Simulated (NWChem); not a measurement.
C$_{2}$HBCl$_{2}$; SMILES C#CB(Cl)Cl

Computed with NWChem. Pople sets run with spherical d functions. The geometry was optimised at PBE0/def2-SVP.

Problem. Taking Hartree-Fock/6-311G** as the yardstick, which of these has the fewest basis functions while keeping “highest occupied level (eV)” within 0.2 eV of it: Hartree-Fock/3-21G; Hartree-Fock/STO-3G; Hartree-Fock/6-31+G*; Hartree-Fock/6-31G*?

Solution. Hartree-Fock/6-31G*.
```json
[
 {"level": "Hartree-Fock/STO-3G", "basis functions": "34", "highest occupied level (eV)": "-10.05"},
 {"level": "Hartree-Fock/3-21G", "basis functions": "55", "highest occupied level (eV)": "-11.68"},
 {"level": "Hartree-Fock/6-31G*", "basis functions": "80", "highest occupied level (eV)": "-11.28"},
 {"level": "Hartree-Fock/6-31+G*", "basis functions": "100", "highest occupied level (eV)": "-11.44"},
 {"level": "Hartree-Fock/6-311G**", "basis functions": "112", "highest occupied level (eV)": "-11.45"}
]
```

The yardstick is one finite set, not the basis-set limit.
